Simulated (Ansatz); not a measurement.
cyclo-(H2GeO)2 (Ge2O2H4). The state is a singlet with charge 0. Geometry PBE-D4/def2-SVP.

```xyz
8

Ge   -0.481    1.192   -0.249
H     0.345    2.494   -0.076
H    -1.932    1.436   -0.743
O     0.399   -0.093   -1.216
Ge    0.481   -1.192    0.249
H     1.932   -1.436    0.743
H    -0.345   -2.495    0.077
O    -0.399    0.092    1.216
```

The 6-31G sets use Cartesian d functions. B3LYP takes the VWN-RPA correlation.

Task: Estimate the orbital energies around the gap (eV) in Ansatz with PBE-D4/def2-TZVP, r2SCAN-D4/def2-TZVP, B3LYP-D4/6-31G, CAM-B3LYP-D4/def2-TZVP, ωB97M-V/def2-TZVP.

Result: 
| orbital | PBE-D4/def2-TZVP | r2SCAN-D4/def2-TZVP | B3LYP-D4/6-31G | CAM-B3LYP-D4/def2-TZVP | ωB97M-V/def2-TZVP |
| --- | --- | --- | --- | --- | --- |
| HOMO−5 | -9.70 | -10.04 | -10.96 | -12.60 | -13.54 |
| HOMO−4 | -8.76 | -9.13 | -10.12 | -11.56 | -12.39 |
| HOMO−3 | -8.56 | -8.90 | -9.81 | -11.31 | -12.17 |
| HOMO−2 | -7.00 | -7.33 | -8.09 | -10.11 | -11.11 |
| HOMO−1 | -6.93 | -7.31 | -7.98 | -9.97 | -10.91 |
| HOMO | -6.68 | -7.02 | -7.79 | -9.53 | -10.41 |
| LUMO | -1.78 | -1.47 | -1.10 | 0.08 | 0.93 |
| LUMO+1 | -0.62 | -0.23 | 0.02 | 1.32 | 2.20 |
| LUMO+2 | 0.00 | 0.37 | 0.84 | 1.77 | 2.55 |
| LUMO+3 | 0.04 | 0.49 | 0.87 | 2.00 | 2.89 |
| LUMO+4 | 0.11 | 0.50 | 1.07 | 2.05 | 2.92 |
| LUMO+5 | 1.00 | 1.51 | 1.70 | 2.72 | 3.42 |
